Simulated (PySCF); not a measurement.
C₆H₁₁P.
Structure used (GFN2-xTB), in Å, numbered top down from 1:
```xyz
18
C6H11P angstrom
C     -2.614    0.113   -0.216
C     -1.355   -0.669    0.130
P     -0.268    0.297    1.315
C      0.436    1.455    0.095
C      1.561    1.039   -0.467
C      2.078   -0.301   -0.047
C      1.286   -0.738    1.191
H     -3.159    0.376    0.689
H     -3.270   -0.477   -0.855
H     -2.361    1.031   -0.742
H     -1.622   -1.604    0.632
H     -0.790   -0.909   -0.774
H     -0.038    2.400   -0.117
H      2.107    1.597   -1.215
H      3.148   -0.252    0.168
H      1.949   -1.010   -0.872
H      1.038   -1.800    1.184
H      1.866   -0.543    2.097
```

Definitions: NICS(0) = −σiso at the ring centroid; NICS(1) = −σiso and NICS(1)zz = −σzz at ±1 Å along the ring normal z. Level: GIAO PBE0/pcSseg-1 (PySCF, non-relativistic, gas phase) on the GFN2-xTB geometry, one conformer.

Ring bond lengths (Å), with Mayer bond orders in brackets: P3–C4 1.824 (0.95), C4–C5 1.325 (1.87), C5–C6 1.496 (1.04), C6–C7 1.534 (1.00), C7–P3 1.871 (0.96).

Question: Give the NICS values of each ring in ppm.

Answer: 
```tsv
ring	type	NICS(0)	NICS(1), two faces	NICS(1)zz, two faces	rms pucker (Å)	centre to ring atoms, mean (Å)
P3–C4–C5–C6–C7	5-membered ring with P; formal bonds 1 double, 4 single	-2.9	-4.1 / -2.5	-5.5 / -3.2	0.08	1.36
```

Question: What can be read from them?

Answer: 
- P3–C4–C5–C6–C7: mean NICS(1)zz -4.3 ppm, shielded. C6, C7 have four or more neighbours, and the NICS criterion for π rings isn't applied.

Question: At the second NICS(1) probe listed for ring P3–C4–C5–C6–C7, 1 Å off the ring, what do the in-plane components average?

Answer: The isotropic value is a third of the trace: (3 × -2.5 − (-3.2))/2 = -2.1 ppm.

Question: Give the inner angles of the rings and the Hirshfeld charges of the ring atoms.

Answer: 
- P3–C4–C5–C6–C7: P3 89.2° (+0.137 e), C4 114.3° (-0.109 e), C5 117.1° (-0.039 e), C6 107.7° (-0.070 e), C7 108.9° (-0.113 e); sum 537.3° against 540° for a flat convex ring.

Question: How shielded are the nuclei of the rings and their hydrogens (means over atoms taken as equivalent)?

Answer: 
```csv
atoms,environment,σ isotropic (ppm),"principal values of the symmetric part, first atom (ppm)"
P3,phosphine phosphorus,336.1,"284.3, 341.3, 382.7"
C4,alkene CH carbon,46.0,"-60.9, 52.7, 146.2"
C5,alkene CH carbon,37.1,"-70.5, 45.9, 135.8"
C6,allylic carbon,148.9,"121.0, 151.6, 174.2"
C7,sp3 carbon bound to phosphorus,160.0,"138.7, 166.1, 175.2"
H13,vinylic hydrogen,25.20,"23.7, 25.2, 26.7"
H14,vinylic hydrogen,25.12,"23.4, 24.6, 27.4"
H15 (×2),methylene hydrogen,28.91,"23.8, 27.3, 35.9"
H17 (×2),methylene hydrogen,29.90,"26.1, 28.2, 35.8"
```
